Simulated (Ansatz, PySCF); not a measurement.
Reaction (SMILES): CC(C)CCO → C[CH]C + [CH2]CO (the C-C bond at the site shown breaks; other sites are not compared here)
Geometries: B3LYP-D3(BJ)/def2-TZVP minima from Ansatz (a quantum-chemistry and plane-wave program), one conformer each, not searched for the lowest.

Quantity: bond dissociation energy (0 K, with B3LYP-D3(BJ) harmonic zero-point energies from PySCF), in kcal/mol. Cores are frozen in the correlated levels unless marked. UHF or UKS for open shells. Spin-orbit coupling is left out. Non-relativistic. Basis-set limits of correlation are two-point, X^-3; Hartree-Fock from the larger set. [CCSD(T)-MP2]/basis is that difference in the basis named.

```
level                                                     program  bond dissociation energy (kcal/mol)
-------------------------------------------------  --------------  -----------------------------------
r2SCAN-D3(BJ)/def2-TZVPD                           Ansatz + dftd3                                 74.7
PBE0/def2-TZVP                                             Ansatz                                 78.2
CAM-B3LYP-D3(BJ)/def2-TZVPD                        Ansatz + dftd3                                  [?]
LC-wPBE/def2-TZVPD                                         Ansatz                                 78.6
wB97X-V/def2-TZVPD                                         Ansatz                                  [?]
B2GP-PLYP-D3(BJ)/def2-TZVPD                        Ansatz + dftd3                                  [?]
SCS-MP2/cc-pVTZ                                            Ansatz                                 88.8
RI-MP2/CBS(cc-pVTZ,cc-pVQZ)+[CCSD(T)-MP2]/cc-pVTZ          Ansatz                                 86.7
```

Some entries are withheld; supply them.


- CAM-B3LYP-D3(BJ)/def2-TZVPD, bond dissociation energy (kcal/mol): 79.5
- wB97X-V/def2-TZVPD, bond dissociation energy (kcal/mol): 84.7
- B2GP-PLYP-D3(BJ)/def2-TZVPD, bond dissociation energy (kcal/mol): 82.8
